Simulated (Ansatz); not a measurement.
Job for Ansatz (a quantum-chemistry and plane-wave program): R-BHLYP/def2-TZVPP on Cl4Ti (SMILES [Cl][Ti]([Cl])([Cl])[Cl]).

Ansatz 0.2 input:
```yaml
crystal:
  periodic: [false, false, false]
  atoms:
    - {symbol: Cl, position_ang: [1.88086181, -0.80593683, 0.74228132]}
    - {symbol: Ti, position_ang: [0.00001997, 0.00000005, -0.00001996]}
    - {symbol: Cl, position_ang: [-1.05183454, -1.53512419, -1.12922638]}
    - {symbol: Cl, position_ang: [-1.22992078, 0.63618129, 1.67945344]}
    - {symbol: Cl, position_ang: [0.40097355, 1.70487968, -1.29258842]}
basis:
  gaussian:
    orbitals: def2-TZVPP
hamiltonian:
  xc: {name: BHLYP}
scf: {lower_state_search: off}
```

It printed:

```
WARN ansatz: RAYON_NUM_THREADS=4 ignored (pool sized by the plan → 4); use --threads N
Functional definition: BHLYP
these checks for a lower state are left out or cut short: stability, starts, cluster_reference, orbital_swaps, neighbouring_geometries, increment
integrals: 0.27 GiB planned
1930 factors; their error is unknown
mean field: 2.15 GiB planned
mean field evaluation 1: about -73210.0182 eV, gradient 3.6e1 eV
mean field evaluation 2: about -73163.2896 eV, gradient 1.9e2 eV
mean field evaluation 4: about -73213.0471 eV, gradient 2.6e0 eV
mean field evaluation 8: about -73213.0615 eV, gradient 8.1e-2 eV
mean field evaluation 16: about -73213.5971 eV, gradient 6.5e-6 eV
mean field -73213.59712202 eV, -2690.5500682756 hartree, gradient 6.5e-6 eV, S^2 0.000000; 0 other end points of the search recorded, 0 dependent functions left out
reference -73213.59731752 eV, -2690.5500754601 hartree; 45, 45 occupied and 187, 187 virtual orbitals, 1930 factors
Total energy: -73213.59731752 eV, -2690.5500754601 hartree
Checks for a lower state left out: stability, starts, cluster_reference, orbital_swaps, neighbouring_geometries, increment
```

The calculation finished and met its thresholds.

Cost: about 9 core-seconds (a rough figure).
